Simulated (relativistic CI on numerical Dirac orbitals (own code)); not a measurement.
**Ligand-field terms of d7**

Computed with a parametric ligand-field model of a d^n configuration (Racah B and C, spin-orbit zeta, crystal field), exact diagonalisation.

Field parameters in Wybourne normalisation: D3d B²₀ = −7Dσ, B⁴₀ = −14Dq − 21Dτ, B⁴₃ = −14√(10/7) Dq; D4h B²₀ = −7Ds, B⁴₀ = 21(Dq − Dt), B⁴₄ = 21√(5/14) Dq; Oh B⁴₀ = 21Dq, B⁴₄ = √(5/14) B⁴₀; Td as Oh with Dq negative (B⁴₀ = 21Dq, B⁴₄ = √(5/14) B⁴₀). The field is a parameter set, without covalency.

(1) Ground term and bands for B = 920, C = 4640, ζ = 0 cm⁻¹, D4h, 10Dq = 9650, Ds = 2800, Dt = 1120 cm⁻¹?

(2) Ground term and bands for B = 520, C = 2180, ζ = 0 cm⁻¹, D4h, 10Dq = 6100, Ds = 540, Dt = -320 cm⁻¹?

(3) Ground term and bands for B = 530, C = 2550, ζ = 0 cm⁻¹, Td, 10Dq = -1450 cm⁻¹?

(4) Ground term and bands for B = 930, C = 3870, ζ = 0 cm⁻¹, D3d, 10Dq = 21250, Dσ = 1200, Dτ = 100 cm⁻¹?

(5) A d7 ion in Oh symmetry has the ground term 4T1 and bands at 2E 2915 cm⁻¹, 4T2 4438 cm⁻¹ (2253 nm), 2T1 7035 cm⁻¹ (1421 nm), 2T2 7268 cm⁻¹ (1376 nm), 4A2 9438 cm⁻¹ (1060 nm), 4T1 9575 cm⁻¹ (1044 nm). Which parameters reproduce them?

## Answers

(1) Ground term 4B2 with 3.00 electrons in the two orbitals of the cubic e set. Spin-allowed: 4E 1173 cm⁻¹, 4A2 3079 cm⁻¹ (3247 nm), 4E 8181 cm⁻¹ (1222 nm), 4B1 9650 cm⁻¹ (1036 nm). Lowest spin-forbidden: 2E 12444 cm⁻¹ (804 nm), 2A1 14054 cm⁻¹ (712 nm), 2B2 16555 cm⁻¹ (604 nm).

(2) Ground term 4A2 with 2.03 electrons in the two orbitals of the cubic e set. Spin-allowed: 4E 2900 cm⁻¹, 4E 8161 cm⁻¹ (1225 nm), 4B2 10968 cm⁻¹ (912 nm), 4E 15003 cm⁻¹ (667 nm). Lowest spin-forbidden: 2A1 4169 cm⁻¹ (2399 nm), 2B1 4607 cm⁻¹ (2171 nm), 2A2 9053 cm⁻¹ (1105 nm).

(3) Ground term 4A2 with 4.00 electrons in the two orbitals of the cubic e set. Spin-allowed: 4T2 1450 cm⁻¹, 4T1 2563 cm⁻¹, 4T1 9737 cm⁻¹ (1027 nm). Lowest spin-forbidden: 2E 10669 cm⁻¹ (937 nm), 2T1 10873 cm⁻¹ (920 nm), 2A1 11220 cm⁻¹ (891 nm). With an A2 ground term the first spin-allowed band lies at |10Dq| itself.

(4) Ground term 2E with 1.05 electrons in the two orbitals of the cubic e set. Spin-allowed: 2E 18174 cm⁻¹ (550 nm), 2A1 19540 cm⁻¹ (512 nm), 2E 20053 cm⁻¹ (499 nm), 2A2 20290 cm⁻¹ (493 nm). Lowest spin-forbidden: 4E 2095 cm⁻¹, 4A2 5123 cm⁻¹ (1952 nm), 4E 21947 cm⁻¹ (456 nm).

(5) B = 380, C = 1690, ζ = 0 cm⁻¹, Oh, 10Dq = 5000 cm⁻¹.
